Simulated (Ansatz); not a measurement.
`CC[SiH2]SC` and `CS[SiH2]S` differ in one atom or group.

Ansatz, PBE0-D4/def2-TZVP geometries, multiplicity 1. Each molecule was computed in one conformer, which needn't be the lowest.

| property | `CC[SiH2]SC` |
| --- | --- |
| HOMO–LUMO gap (PBE/def2-TZVPP) / eV | 5.15 |
| HOMO–LUMO gap (ωB97M-V/def2-TZVPP) / eV | 11.10 |
| HOMO–LUMO gap (PBE0/def2-TZVPP) / eV | 7.25 |
| LUMO energy (PBE/def2-TZVPP) / eV | -0.42 |
| HOMO energy (PBE/def2-TZVPP) / eV | -5.58 |
| HOMO energy (B3LYP/def2-TZVPP) / eV | -6.54 |

(1) Give the same properties after the change, and the shifts. (Estimate.)

Answers

(1) The calculation gave: 
```tsv
property	`CS[SiH2]S`	shift
HOMO–LUMO gap (PBE/def2-TZVPP) / eV	4.98	-0.17
HOMO–LUMO gap (ωB97M-V/def2-TZVPP) / eV	11.13	0.03
HOMO–LUMO gap (PBE0/def2-TZVPP) / eV	7.10	-0.15
LUMO energy (PBE/def2-TZVPP) / eV	-0.90	-0.48
HOMO energy (PBE/def2-TZVPP) / eV	-5.88	-0.30
HOMO energy (B3LYP/def2-TZVPP) / eV	-6.83	-0.29
```

With PBE0 the HOMO falls by 0.30 eV and the LUMO falls by 0.45 eV, so the gap narrows by about 0.15 eV. PBE moves the HOMO by -0.30 eV and ωB97M-V by -0.26 eV.

B3LYP here is the variant with VWN-RPA as its local correlation; programs differ in this.
